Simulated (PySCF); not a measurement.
Point-charge models of `C=CCC(=S)OC` against its computed dipole.

Coordinates (GFN2-xTB, Å) and charges (e) from the PBE0/pcSseg-1 density (PySCF):

```
atom       x       y       z  Mulliken      IAO  Hirshfeld  ESP-fitted
  C1   2.400   0.185   0.827   -0.1317  -0.3125    -0.0991     -0.4802
  C2   1.724  -0.579  -0.007   -0.2404  -0.1256    -0.0368     +0.0630
  C3   0.796  -0.048  -1.065   -0.1177  -0.2821    -0.0780     -0.3794
  C4  -0.610  -0.437  -0.701   +0.0352  +0.1451    +0.1141     +0.3199
  S5  -1.320  -1.803  -1.234   -0.1624  -0.1990    -0.1752     -0.3018
  O6  -1.179   0.424   0.128   -0.3996  -0.2751    -0.0712     -0.2028
  C7  -2.481   0.133   0.599   -0.0276  -0.2144    -0.0373     -0.1062
  H8   2.339   1.260   0.788   +0.1118  +0.1467    +0.0467     +0.1913
  H9   3.051  -0.229   1.578   +0.1208  +0.1557    +0.0495     +0.1882
 H10   1.786  -1.658   0.046   +0.1203  +0.1532    +0.0447     +0.0977
 H11   0.869   1.039  -1.112   +0.1378  +0.1569    +0.0492     +0.1758
 H12   1.045  -0.489  -2.031   +0.1610  +0.1732    +0.0513     +0.1364
 H13  -2.730   0.915   1.312   +0.1297  +0.1636    +0.0566     +0.1179
 H14  -3.193   0.130  -0.231   +0.1301  +0.1566    +0.0438     +0.0883
 H15  -2.503  -0.847   1.081   +0.1326  +0.1577    +0.0415     +0.0921
```

Problem. Form Σ q r in debye for every column and set it beside the full dipole.

Solution. The full density gives (0.03, 1.82, 1.33) D, 2.25 D in size; dipole vectors point from the negative to the positive end.

| scheme | μx | μy | μz | size (D) | share of the full size (%) | angle to the full dipole (°) |
| --- | --- | --- | --- | --- | --- | --- |
| Mulliken | -0.29 | 1.09 | 1.03 | 1.52 | 68 | 14 |
| IAO | -0.45 | 0.91 | 1.03 | 1.44 | 64 | 22 |
| Hirshfeld | 0.06 | 1.25 | 0.83 | 1.50 | 67 | 3 |
| ESP-fitted | 0.08 | 1.88 | 1.34 | 2.30 | 102 | 2 |

Problem. Which set comes closest?

Solution. Length of the difference vector: ESP-fitted 0.08 D, Hirshfeld 0.76 D, Mulliken 0.85 D, IAO 1.07 D. Closest: ESP-fitted. 

Problem. What is left for the Hirshfeld atoms' own dipoles?

Solution. The shares of the density sum to the whole, so what Σ q r misses lies in dipoles about the nuclei. The atomic dipoles sum to (0.03, 1.82, 1.33) − (0.06, 1.25, 0.83) = (-0.03, 0.57, 0.50) D, 0.76 D in size.

Problem. With the origin at the mean of the coordinates, (0.000, -0.134, -0.001) Å, which are the largest single terms, by size, of the Hirshfeld dipole along the direction of the full one?

Solution. S5 +1.76, H13 +0.43, C1 -0.37, C4 -0.36, H8 +0.36 D; all 15 atoms together +1.50 D. The single terms depend on the origin, their sum doesn't.

Problem. Give the size of the full dipole in other units.

Solution. 2.25 D = 0.886 au = 0.469 e·Å = 7.51 × 10⁻³⁰ C·m.

The structure is a single GFN2-xTB conformer in the gas phase; no vibrational or solvent corrections.

These values come from a run that also computed NMR shieldings. The run took 20 s on one thread of an x86-64 server, on a shared host.

Conformer computed: `[CH2:1]=[CH:2][CH2:3][C:4](=[S:5])[O:6][CH3:7]`: C1–C2–C3–C4 -112°, C2–C3–C4–S5 -92°, C3–C4–O6–C7 -177°.
